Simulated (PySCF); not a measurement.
In(Me)2 (C2H6In), SMILES [CH3][In][CH3], multiplicity 2.

The structure is a stationary point at PBE0-D3(BJ)/def2-SVP. The multiplicity is an assumed one; other spin states were not compared. The isomer is the one that the SMILES or the coordinates give; other isomers of the formula were not compared. The def2 effective core potentials stand for the cores of In; spin–orbit coupling is left out.

Two levels are set side by side: PBE/def2-TZVPD (PySCF) and r2SCAN/def2-TZVPD (PySCF). Same geometry, gas phase. Differences are taken from unrounded values.

```
quantity                     r2SCAN   PBE  PBE minus r2SCAN
---------------------------  ------  ----  ----------------
α-spin orbital gap (eV)        2.35  1.90             -0.45
β-spin orbital gap (eV)        3.16  2.69             -0.47
dipole moment (D)              0.20  0.25              0.05
mean polarisability (bohr³)    81.0  84.9               3.9
```

Rough cost on one machine, each run with all the roots and properties that it gave: r2SCAN against PBE about 3 times.
